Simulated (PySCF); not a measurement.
Electron affinity of Se by level of theory

Se⁻ [Ar] 3d10 4s2 4p5 (2P) → Se [Ar] 3d10 4s2 4p4 (3P), as a difference of total energies. All numbers are calculated (PySCF 2.14, scalar relativity by spin-free X2C-1e, in aug-cc-pVQZ-DK (8s7p5d3f2g, 93 functions)). Correlated levels: valence: [Ar] 3d10 frozen. The calculations carry no spin-orbit coupling.

```csv
method,electron affinity (eV)
UHF,0.927
LDA,2.346
PBE,2.093
PBE0,2.012
r2SCAN,2.060
r2SCAN0,2.006
TPSSh,2.034
LC-wPBE,1.973
wB97M-V,1.989
MP2 (valence),1.935
SCS-MP2 (valence),1.946
```

Task: How much does correlation contribute at MP2 (valence)?

Result: 1.935 − (0.927) = 1.008 eV, measured against UHF.

A first-order spin-orbit estimate (lowest level to lowest level, LS coupling) adds -0.015 eV.

Errors of the correlated levels include the incompleteness of this basis and the frozen core.

In the anion the highest occupied orbital energy is positive at LDA, PBE, PBE0, r2SCAN, TPSSh, a self-interaction effect; the basis confines that electron, and the energy difference can still be sensible.

For comparison: 2.021 eV (measured; photodetachment measurements, as compiled on the Wikipedia data page of electron affinities).
